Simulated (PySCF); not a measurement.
Electronic absorption of C8H7N

Species: C8H7N.
SMILES: `CC#Cc1cccnc1`

Level of theory: TDDFT PBE0/def2-SVPD, vertical, gas phase, core orbitals frozen in the response (PySCF). Isolated species at its GFN2-xTB geometry, gas phase.

| state | E (eV) | E (hartree) | f | \|μ\| (D) | main configurations (H = HOMO, L = LUMO) |
| --- | --- | --- | --- | --- | --- |
| S1 | 4.61 | 0.1693 | 0.0010 | 0.25 | H-1→L (98%) |
| S2 | 4.91 | 0.1803 | 0.0027 | 0.38 | H-1→L+1 (94%) |
| S3 | 4.98 | 0.1830 | 0.166 | 2.97 | H→L (56%), H→L+1 (33%) |
| S4 | 5.23 | 0.1923 | 0.262 | 3.64 | H→L+1 (48%), H→L (37%), H-3→L (10%) |
| S5 | 5.36 | 0.1971 | 0.0002 | 0.09 | H-2→L (94%) |
| S6 | 6.08 | 0.2233 | 0.0000 | 0.02 | H-2→L+1 (92%) |
| S7 | 6.35 | 0.2333 | 0.106 | 2.09 | H-3→L (69%), H→L+1 (14%), H-4→L+1 (13%) |
| S8 | 6.39 | 0.2348 | 0.0015 | 0.25 | H→L+2 (93%) |

Triplets, Tamm–Dancoff:

| state | E (eV) | λ (nm) | main configurations (H = HOMO, L = LUMO) |
| --- | --- | --- | --- |
| T1 | 3.53 | 351.3 | H→L (85%) |
| T2 | 4.09 | 303.0 | H-1→L (61%), H-1→L+1 (26%) |
| T3 | 4.27 | 290.4 | H→L+1 (80%), H-3→L+1 (9%), H→L (8%) |

The lowest singlet lies at 4.61 eV (269 nm, ultraviolet) and is very weak; its leading configuration is HOMO-1→LUMO (98%). The most intense listed level is S4 at 5.23 eV (237 nm, f = 0.262), 0.63 eV above S1. Löwdin shares by element: HOMO carbon 66% or more (atoms not listed hold the other 34%); LUMO carbon 51% or more, nitrogen 12% (atoms not listed hold the other 38%). Weighted by f, the mean energy of these states is 5.37 eV. Of the 8 states listed, 3 reach f = 0.01 and 2 stay under 0.0005. The listed states span 1.78 eV, and the widest gap between neighbours is 0.71 eV (S5 to S6). Singlets were solved by full linear response, triplets in the Tamm–Dancoff approximation.

The run took 48 s of wall time on an Arm Neoverse V1 with one thread, no GPU (shared host).
